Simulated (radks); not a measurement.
Te26+, 26 electrons, occupied as [Ar] 3d8.

Calculated with a radial shooting solver on a logarithmic mesh with Libxc functionals: Dirac Kohn-Sham, LB94 model potential, spin-unpolarised, spherical densities, finite nucleus; open shells fill j = l - 1/2 first; Fermi nuclear charge, rms radius 4.7423 fm.

Energy parts (Ry):
| part | energy |
|---|---|
| kinetic | 13656.97564 |
| electron-nucleus | -29362.65894 |
| Hartree | 3135.29153 |
(The LB94 potential has no energy functional, so no total or exchange-correlation energy is given.)

Orbitals (lengths in bohr, moments of r in powers of bohr; <r^-3> diverges for s and p1/2):
| orbital | occ. | eigenvalue (Ry) | <r^4> | <r^-3> |
|---|---|---|---|---|
| 1s1/2 | 2 | -2405.348 | 2.849e-06 | - |
| 2s1/2 | 2 | -428.8185 | 0.0004785 | - |
| 2p1/2 | 2 | -407.0436 | 0.0003049 | - |
| 2p3/2 | 4 | -386.5288 | 0.0003628 | 4976 |
| 3s1/2 | 2 | -135.6709 | 0.01863 | - |
| 3p1/2 | 2 | -126.7810 | 0.01729 | - |
| 3p3/2 | 4 | -122.6815 | 0.01956 | 1016 |
| 3d3/2 | 4 | -107.4155 | 0.01452 | 167.1 |
| 3d5/2 | 4 | -106.5143 | 0.01508 | 155.1 |

The highest occupied level is 3d5/2 at -1449.2 eV. The electron density at the nucleus is 2.273e+05 e/bohr^3. Summed over all electrons, <r^2> = 1.732 bohr^2, which gives a Langevin (diamagnetic) susceptibility term of -1.37 x 10^-6 cm^3/mol. For comparison, the ionisation energy in NIST's Atomic Spectra Database is 1455 eV (theoretical). In exact Kohn-Sham theory the highest level is minus the ionisation energy, but local and semilocal functionals leave it too shallow, through self-interaction and a potential that decays too fast; potentials with the right tail come closer. The density falls to 0.001 e/bohr^3 at r = 0.97 bohr.

Beside tabulated values, note that spin-unpolarised runs miss the spin-polarisation part of the exchange energy of open shells.
